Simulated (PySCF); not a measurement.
**Structure elucidation problem**

An unknown has the formula C2H6O3Si. Its calculated NMR data are:

1H NMR (400 MHz, computed): δ 6.69 (br s, 1H), 4.99 (s, 2H), 4.18 (s, 3H).

13C{1H} NMR (computed): δ 187.9 (C), 53.3 (CH3).

No solvent, non-relativistic Hamiltonian, rapidly exchanging positions averaged, one computed conformer. Geometry from GFN2-xTB; PBE0/pcSseg-1 with gauge-including orbitals; PySCF 2.14.0 with density-fitted response routines.

References, each an isolated molecule treated in the same way: 1H (31.72 ppm), 13C (186.93 ppm) against TMS.

Question: Choose the structure that fits.
A. CC(=O)O[SiH2]O
B. CO[SiH2]C(=O)O
C. CO[SiH2]OC=O

Answer: B. 

- Rings plus π bonds: 1 (no ring in the answer).
- 2 carbon signals for 2 carbons: no two carbons are equivalent.
- Carbon types of the structure: 1 × C, 1 × CH3, leaving 3 H on heteroatoms.
- δC 187.9: carbonyl carbon.
- δC 53.3: methyl carbon bonded to O; the inductive effect lowers its shielding.
- δH 6.69: hydrogen on an acid hydroxyl oxygen; exchangeable; this is the value without hydrogen bonding to other molecules.
- δH 4.99: hydrogen on a silicon bonded to C, O.
- δH 4.18: hydrogen on a methyl carbon bonded to O; its carbon carries O, hence the downfield position.

The others: CC(=O)O[SiH2]O has carbons computed at 179.6, 25.7; CO[SiH2]OC=O would give 3 signals for carbon-bound and other non-exchanging H, not 2.

Exchangeable OH/NH protons stand at their gas-phase positions; hydrogen bonding in a real sample shifts them, mostly to higher δ. Shifts are as computed. Against solution values, carbons near 30 ppm lie about +3 ppm off and those near 130 ppm about +5 ppm. Of 1211 compounds with measured shifts, 218 miss one by over three times the rms of a fit or turn the order of signals round; such compounds aren't used in these exercises. The C=O carbon of an acid or of an amide with N–H lies up to 10 ppm further downfield in solution, through hydrogen bonding that the calculation lacks. Multiplicities follow the n + 1 count of equivalent neighbours, as no J values were calculated; m marks all less simple cases, F and P coupling included.
